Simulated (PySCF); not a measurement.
## S⁺ (sulfur, charge +1) across methods

[Ne] 3s2 3p3, high-spin 4S determinant. All numbers are calculated (PySCF 2.14, scalar relativity by spin-free X2C-1e, in dyall-av3z).

```csv
method,E (hartree),mean ε 3s α (eV),mean ε 3s β (eV),mean ε 3p α (eV),Σ⟨r²⟩ (bohr²),⟨S²⟩
PBE0,-398.6970,-31.454,-26.729,-19.478,20.54,3.750
UHF,-398.25890,-38.569,-29.189,-23.454,20.69,3.751
B3LYP,-398.8522,-30.765,-26.755,-18.999,20.58,3.751
wB97X-V,-398.7694,-34.178,-29.569,-21.818,20.61,3.750
r2SCAN,-398.8078,-29.961,-25.371,-18.461,20.51,3.750
B97-3,-398.7841,-31.463,-26.957,-19.366,20.52,3.752
r2SCAN0,-398.8055,-32.208,-26.666,-19.850,20.51,3.750
LDA,-397.4353,-28.707,-25.637,-17.879,20.63,3.750
PBE,-398.6652,-28.816,-25.378,-17.908,20.59,3.750
```
